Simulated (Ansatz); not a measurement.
LiCl-, multiplicity 2 (lowest of 2S+1 = 2, 4 at CCSD(T)/def2-TZVPP on PBE0 minima; our sources give no spin for the ground state, which may be another), most abundant isotopes (7.0160 and 34.9689 u). Constants from fifth-degree fits in 1/R to seven points on the lowest solution found; no spin–orbit coupling, no relativity up to Kr; ω_e x_e and α_e move by some per cent with the fit.

Correlated levels freeze the cores. CBS: X⁻³ extrapolation of the correlation energy, Hartree–Fock from the larger set.

Programs: Ansatz (an electronic-structure program). Each number belongs to the level named beside it.

```csv
level,r_e (Å),ω_e (cm⁻¹),ω_e x_e (cm⁻¹),α_e (cm⁻¹)
PBE/def2-TZVPP,2.1410,493.5,5.27,0.00985
"CCSD(T)/CBS(aug-cc-pV(T+d)Z, aug-cc-pV(Q+d)Z)",2.1363,506.7,5.54,0.00991
```

Problem. Derive the rotational constants, the centrifugal constant, the fundamental, the zero-point energy and the force constant.

Solution. 
μ = 5.84357 u.
- PBE/def2-TZVPP: B_e = 16.8576/(μ r_e²) = 0.62937 cm⁻¹; B₀ = B_e − α_e/2 = 0.62444 cm⁻¹; D = 4B_e³/ω_e² = 4.09e-06 cm⁻¹; fundamental ω_e − 2ω_e x_e = 483 cm⁻¹; zero-point energy ω_e/2 − ω_e x_e/4 = 245 cm⁻¹; k = μ(2πcω_e)² = 83.9 N/m
- CCSD(T)/CBS(aug-cc-pV(T+d)Z, aug-cc-pV(Q+d)Z): B_e = 16.8576/(μ r_e²) = 0.63211 cm⁻¹; B₀ = B_e − α_e/2 = 0.62715 cm⁻¹; D = 4B_e³/ω_e² = 3.93e-06 cm⁻¹; fundamental ω_e − 2ω_e x_e = 496 cm⁻¹; zero-point energy ω_e/2 − ω_e x_e/4 = 252 cm⁻¹; k = μ(2πcω_e)² = 88.4 N/m
